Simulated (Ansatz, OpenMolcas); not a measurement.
## How basis sets differ on C5H8O2 (acetylacetone (keto form))

C5H8O2: 15 atoms, total charge 0, spin state singlet. SMILES: `CC(=O)CC(C)=O`. The coordinates come from a PBE0-D4/def2-TZVP relaxation. This is one conformer, not always the lowest.

```xyz
15

C    -1.2468    1.4050   -1.1974
C    -0.0470    0.5117   -1.1132
O     1.0383    0.8182   -1.5368
C    -0.2573   -0.8170   -0.3987
C     0.0254   -0.5799    1.0792
C     1.4483   -0.7653    1.5099
O    -0.8515   -0.2241    1.8247
H    -0.9642    2.3870   -1.5716
H    -1.9861    0.9542   -1.8666
H    -1.7190    1.4837   -0.2141
H    -1.2889   -1.1545   -0.4980
H     0.4395   -1.5428   -0.8177
H     1.5848   -0.4169    2.5317
H     2.1146   -0.2336    0.8246
H     1.7100   -1.8258    1.4440
```

Each level gives the HOMO–LUMO gap (eV). The values are calculated.

| level | kind | program | value (eV) | CPU time |
| --- | --- | --- | --- | --- |
| HF/ANO-RCC-MB (DKH2) | Hartree–Fock | OpenMolcas | 15.42 | 25 s |
| HF/STO-3G | Hartree–Fock | Ansatz | 15.86 | 1.3 s |
| HF/3-21G | Hartree–Fock | Ansatz | 14.36 | 2.9 s |
| HF/6-31G* (spherical functions) | Hartree–Fock | Ansatz | 14.44 | 8.6 s |

The values span 14.36 to 15.86 eV. A Hartree–Fock LUMO above zero doesn't converge with the basis: it sinks as sets grow more diffuse. Orbital gaps aren't excitation energies. Times are those of the runs behind each value, whatever else they computed, on shared processors of several kinds: orders of magnitude only.
